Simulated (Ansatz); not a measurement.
The lowest singlet and triplet of GeH2 (SMILES [GeH2]); geometries from B3LYP-D3(BJ)/def2-TZVP, each state relaxed from the structure named, with no frequency check.
Singlet (charge 0, multiplicity 1):
| atom | x (Å) | y (Å) | z (Å) |
|---|---|---|---|
| Ge | -0.0002 | 0.0661 | 0.0000 |
| H | -1.1338 | -1.0621 | 0.0000 |
| H | 1.1409 | -1.0545 | 0.0000 |

A positive gap puts the triplet lower; no zero-point energy. U- takes an unrestricted singlet (broken symmetry where lower, unprojected). The triplet is unrestricted in single-reference levels. Active spaces average the two states.

Correlated levels freeze the cores. Filled d and f shells under p-block atoms count as core.

Programs: Ansatz (Gaussian orbitals). 

**Question.** One of these levels gives -31.35 kcal/mol for the gap E(singlet) − E(triplet), vertical, at the singlet's geometry. Which?
A) U-HF/cc-pVTZ (spin-contaminated)
B) U-PBE0/def2-TZVPP
C) U-BHLYP/def2-TZVPP
D) SA-CASSCF(6,6)/cc-pVQZ

**Answer.** B, U-PBE0/def2-TZVPP. The others give -20.87 (U-HF/cc-pVTZ (spin-contaminated)), -34.92 (U-BHLYP/def2-TZVPP), -27.65 (SA-CASSCF(6,6)/cc-pVQZ)

Ansatz is an electronic-structure program.
